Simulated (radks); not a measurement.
Values are calculated unless marked as measured or tabulated.
As9+, configuration [Ar] 3d6. Code: a radial shooting solver on a logarithmic mesh with Libxc functionals. Model: scalar-relativistic Kohn-Sham, r2SCAN, spin-polarised, spherical densities, finite nucleus; open shells are filled with parallel spins first; meta-GGA in the generalised Kohn-Sham scheme; Fermi nuclear charge, rms radius 4.0968 fm.

Radial electron density D(r) = 4 pi r^2 rho(r):

```
   r/bohr * D(r) (the largest magnitude, 47.7, reaches the edge; | marks zero)
 0.003791 |    *
 0.004274 |     *
 0.004781 |      *
 0.005348 |       *
 0.005981 |         *
 0.006744 |           *
 0.007543 |             *
 0.008437 |               *
 0.009513 |                  *
  0.01064 |                     *
   0.0119 |                        *
  0.01331 |                           *
  0.01501 |                               *
  0.01679 |                                  *
  0.01878 |                                     *
  0.02117 |                                         *
  0.02368 |                                           *
  0.02649 |                                             *
  0.02963 |                                              *
   0.0334 |                                              *
  0.03736 |                                             *
  0.04179 |                                            *
  0.04712 |                                          *
   0.0527 |                                        *
  0.05895 |                                      *
  0.06593 |                                     *
  0.07434 |                                      *
  0.08315 |                                        *
    0.093 |                                           *
   0.1049 |                                               *
   0.1173 |                                                   *
   0.1312 |                                                      *
   0.1467 |                                                      *
   0.1654 |                                                    *
   0.1851 |                                               *
    0.207 |                                         *
   0.2334 |                                  *
    0.261 |                             *
    0.292 |                          *
   0.3266 |                         *
   0.3682 |                           *
   0.4118 |                             *
   0.4606 |                               *
   0.5194 |                               *
   0.5809 |                            *
   0.6498 |                       *
   0.7268 |                 *
   0.8195 |           *
   0.9166 |       *
    1.025 |   *
    1.156 | *
    1.293 |*
    1.446 *
    1.617 *
    1.824 *
     2.04 *
```

D(r) has 3 maxima, at r = 0.0318, 0.142, 0.479 bohr, and minima at 0.0665, 0.314 bohr, inside which lie 2.07, 10.89 electrons.
